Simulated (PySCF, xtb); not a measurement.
MoO, SMILES [O]=[Mo] (connectivity only; charge and spin as stated), neutral, multiplicity 5.

Harmonic wavenumbers (cm⁻¹) from GFN2-xTB (xtb) at its own minimum, in rising order: 795.

**Question.** What does PBE0-D3(BJ)/def2-TZVPD run with PySCF give at its own minimum? (Estimate from the structure and the level; the computed values follow.)

**Answer.** 978. Paired by order, the mean absolute difference is 183 cm⁻¹ and the zero-point energies are 1.1 and 1.4 kcal/mol.
